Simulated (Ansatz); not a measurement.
Reaction (ligand exchange at a B–N bond): `CNBCl` + H₂S → `SBCl` + CH₃NH₂

Isolated molecules relaxed with PBE0-D4/def2-TZVP in Ansatz; ΔE leaves out vibrations. CCSD(T)/CBS is the MP2 limit (def2-TZVPP, def2-QZVPP) plus CCSD(T) − MP2 in def2-TZVPP, frozen cores. This one scheme is used for every species. Functionals use def2-TZVPP. HSE06 is defined as in plane-wave codes. One conformer a species, not always the lowest.

```csv
level,ΔE (kcal/mol)
revPBE-D4,13.9
r2SCAN-D4,15.0
r2SCAN0-D4,15.5
ωB97M-V,16.3
revPBE,13.3
HSE06,14.8
LC-ωPBE,16.1
HF/def2-TZVPP,17.1
```

Question: What does CCSD(T)/CBS give? (An estimate is asked.)

Answer: The calculation gave: +15.7 kcal/mol. The listed levels differ from it by -1.8, -0.7, -0.2, 0.6, -2.4, -0.9, 0.4, 1.4 kcal/mol.

Largest T1 diagnostic among the species: 0.013.

From BLYP to BHLYP (50 % exact exchange), in def2-TZVPP and without D4, ΔE moves by +1.4 kcal/mol. Leaving LDA and LC-ωPBE aside and taking each functional with its dispersion term where it has one, the values, not all of them listed here, spread over 3.7 kcal/mol, from revPBE-D4 to CAM-B3LYP-D4. LDA lies +2.7 kcal/mol from PBE without D4. In def2-TZVPP, CCSD(T) changes the Hartree–Fock value by −1.1 kcal/mol (the triples alone add −0.4 kcal/mol) and MP2 by −1.6 kcal/mol.
